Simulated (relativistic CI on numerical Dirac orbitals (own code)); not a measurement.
# Radial parameters of In⁷⁺

Calculated at this level of theory: Dirac-Coulomb-Breit CI, KLI orbitals optimised for each configuration, model QED (radiative potential, 1s self-energy scaled to tabulated hydrogen-like ionisation energies), unscaled Slater integrals (own radial code, finite nucleus).

Slater integrals F^k, G^k are unscaled and averaged over j, outside the closed core [Ar] 3d10; ζ comes from projecting the Hamiltonian with its Breit term on Σ l·s of the shell.

- 4s²4p⁶4d⁶: F^2(4d,4d) = 99997, F^4(4d,4d) = 66790, ζ(4d) = 3374.5 cm⁻¹; <r>(4d) = 1.016, <r^2>(4d) = 1.189 (bohr units).
- 4s²4p⁶4d⁵5s: F^2(4d,4d) = 101400, F^4(4d,4d) = 67806, ζ(4d) = 3518.5, G^2(4d,5s) = 18381 cm⁻¹; <r>(4d) = 1.001, <r^2>(4d) = 1.156, <r>(5s) = 1.785, <r^2>(5s) = 3.55 (bohr units).
- 4s²4p⁶4d⁵4f: F^2(4d,4d) = 100670, F^4(4d,4d) = 67263, ζ(4d) = 3467, F^2(4d,4f) = 76589, F^4(4d,4f) = 48526, G^1(4d,4f) = 91444, G^3(4d,4f) = 56293, G^5(4d,4f) = 39518, ζ(4f) = 1.2912 cm⁻¹; <r>(4d) = 1.009, <r^2>(4d) = 1.173, <r>(4f) = 1.425, <r^2>(4f) = 2.417 (bohr units).

**Question.** Give the Racah parameters of the d shell in 4s²4p⁶4d⁶.

**Answer.** B = F²/49 − 5F⁴/441 = 1283 cm⁻¹ and C = 35F⁴/441 = 5301 cm⁻¹.

Averages of the first 10 configurations, taken without configuration mixing, which lowers the lowest level and can move excited configurations by several eV; other configurations of the list can lie among them:

| Configuration | Parity | States | Average energy above the lowest level (eV) |
| --- | --- | --- | --- |
| 4s²4p⁶4d⁶ | even | 210 | 6.0 |
| 4s²4p⁶4d⁵5s | even | 504 | 44.7 |
| 4s²4p⁶4d⁵4f | odd | 3528 | 70.6 |
| 4s²4p⁵4d⁷ | odd | 720 | 76.0 |
| 4s²4p⁶4d⁵5p | odd | 1512 | 57.8 |
| 4s²4p⁶4d⁴5s² | even | 210 | 87.7 |
| 4s²4p⁴4d⁸ | even | 675 | 147.7 |
| 4s4p⁶4d⁷ | even | 240 | 124.2 |
| 4s²4p⁶4d⁴5s5p | odd | 2520 | 99.7 |
| 4s²4p⁶4d⁵5d | even | 2520 | 77.0 |
